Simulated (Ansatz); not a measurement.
Reaction (isomerisation): `[SiH3]S[SiH]1CO1` → `SC1O[SiH2][SiH2]1`

Computed with Ansatz on PBE0-D4/def2-TZVP structures; ΔE is electronic, products minus reactants. CCSD(T)/CBS adds triple-zeta CCSD(T) − MP2 to the extrapolated MP2 energy (def2 sets, frozen cores). DFT in def2-TZVPP. B3LYP here is the variant with VWN-RPA as its local correlation; programs differ in this. Each species was taken in one conformer, which may not be the lowest.

`[SiH3]S[SiH]1CO1`:

```xyz
11

Si   -0.306   -1.037    2.168
S    -0.266    0.881    1.205
Si    0.142    0.211   -0.752
C     0.404    1.355   -2.115
O    -0.886    0.630   -1.975
H    -0.663   -0.756    3.578
H    -1.321   -1.920    1.543
H     1.024   -1.691    2.097
H     0.631   -1.184   -0.749
H     0.296    2.429   -1.981
H     0.945    1.082   -3.019
```

`SC1O[SiH2][SiH2]1`:

```xyz
11

S     0.693   -2.016    0.861
C    -0.371   -0.875   -0.036
O    -1.004    0.104    0.803
Si   -0.254    1.575    0.487
Si    0.703    0.267   -1.175
H    -0.267   -2.606    1.595
H    -1.149   -1.440   -0.551
H    -1.255    2.626    0.166
H     0.581    2.061    1.618
H     0.173    0.368   -2.560
H     2.151   -0.063   -1.209
```

| level | ΔE (kJ/mol) | difference from CCSD(T)/CBS |
| --- | --- | --- |
| r2SCAN-D4 | 103.2 | 5.8 |
| B3LYP-D4 | 93.5 | -3.9 |
| ωB97M-V | 98.1 | 0.7 |
| PBE | 93.6 | -3.8 |
| SCS-MP2/def2-TZVPP | 102.7 | 5.3 |
| CCSD/def2-TZVPP | 95.0 | -2.4 |
| HF/def2-QZVPP | 101.5 | 4.1 |
| MP2/def2-QZVPP | 107.2 | 9.8 |
| HF/CBS(def2) | 101.6 | 4.2 |
| MP2/CBS(def2) | 107.9 | 10.5 |
| CCSD(T)/CBS | 97.4 | 0 |

Largest T1 diagnostic among the species: 0.014.

The D4 term adds −4.4 kJ/mol with B3LYP and −2.2 kJ/mol with PBE0; it sums over pairs of atoms, weighted by their polarisabilities, and B3LYP, whose exchange is more repulsive, gets the larger term.
